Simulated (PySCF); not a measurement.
Two structures of BH$_{4}$O$_{2}$F, singlet, reached by relaxing down either side of one saddle point (PBE0-D4/def2-TZVP). Energies are electronic, without zero-point energy. Computed with PySCF 2.14 with density fitting (its default auxiliary sets; JK sets also for MP2 and CCSD(T)) (basis: def2-TZVPP and def2-QZVPP); correlated methods freeze the cores. Extrapolation: Hartree–Fock as exp(−7.88 √X), correlation as X^−2.97. First:

B1  (-0.706, 0.175, 0.167)
F2  (-0.469, 1.376, -0.389)
O3  (-1.188, -0.842, -0.582)
O4  (-0.471, -0.026, 1.484)
H5  (2.229, -0.084, -0.766)
H6  (2.084, -0.742, -0.444)
H7  (-1.315, -0.598, -1.501)
H8  (-0.130, 0.755, 1.923)
(Å)

Second:

B1  (-0.293, -0.560, 0.312)
F2  (0.948, 2.148, -1.232)
O3  (-1.247, -1.160, -0.432)
O4  (-0.543, -0.356, 1.623)
H5  (0.900, 1.302, -0.857)
H6  (0.770, -0.234, -0.178)
H7  (-1.009, -1.272, -1.353)
H8  (0.172, 0.075, 2.092)
(Å)

Problem. Which bonds change from the first to the second?

Solution. BH₂O₂F ([OH][B]([OH])[F]) + H₂ → BH₃O₂ ([OH][BH][OH]) + HF; bonds formed: B1–H6, F2–H5; bonds broken: B1–F2, H5–H6.

Problem. Give the saddle point's structure and its height above each. (To be estimated.)

Solution. The calculation gives: 2.568 eV above the first and 1.394 eV above the second (CCSD(T) at an estimated basis limit (MP2 extrapolated from triple and quadruple zeta, plus CCSD(T) − MP2 in triple zeta)).
```xyz
8
angstrom
B -0.2003 -0.1410 0.1265
F 0.3296 1.3032 -0.6470
O -1.1411 -0.7781 -0.6153
O -0.4325 0.0649 1.4474
H 1.0439 0.3914 -0.5186
H 1.0938 -0.5500 -0.1501
H -0.9412 -0.8479 -1.5490
H 0.2480 0.5575 1.9065
```

The T1 diagnostic stays at or below 0.014.

Labels in which every atom is bracketed show which atoms are joined, not bond orders.

For scale, one of the runs: CCSD(T)/def2-TZVPP, 180 basis functions, launched by `OMP_NUM_THREADS=4 python run.py`. Time: 3.2 min of wall clock on 4 CPU threads of an Intel Xeon Platinum 8488C; the host was shared. Peak host memory: 2.1 GiB.
